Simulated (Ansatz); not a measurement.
Wavefunction ladder for `[O]=[Mo]([OH])([OH])([F])[Cl]`

Cartesian coordinates in Å:
```
O -1.309 -0.399 1.463
Mo -0.077 0.021 0.450
O -0.034 -0.998 -1.149
O -0.919 1.283 -0.606
F 1.203 -1.251 0.946
Cl 1.270 1.562 1.447
H 0.492 -1.802 -1.079
H -0.626 1.585 -1.472
```

The species carries charge 0 and has multiplicity 1. Correlated methods include outer-core shells of Mo, which these sets cover unevenly. Mo takes the def2 core potential. The geometry is a stationary point of PBE0-D4/def2-TZVP. It is one conformer, not always the lowest. Frozen core, restricted reference, the Gaussian-basis code of Ansatz.

| basis | HF (Eh) | MP2 corr. | CCSD corr. | (T) | CCSD(T) total |
| --- | --- | --- | --- | --- | --- |
| def2-SVP | ? | -1.35633 | -1.29641 | -0.06124 | ? |
| def2-TZVPP | -852.48925 | ? | -1.71806 | ? | ? |
| def2-QZVPP | -852.52362 | ? | – | – | – |

(1) Fill in the withheld values. (An estimate is asked.)

## Answers

(1) Ansatz gave: def2-SVP HF (Eh): -851.87369; def2-SVP CCSD(T) total: -853.23134; def2-TZVPP MP2 corr.: -1.78744; def2-TZVPP (T): -0.09628; def2-TZVPP CCSD(T) total: -854.30359; def2-QZVPP MP2 corr.: -1.93620.
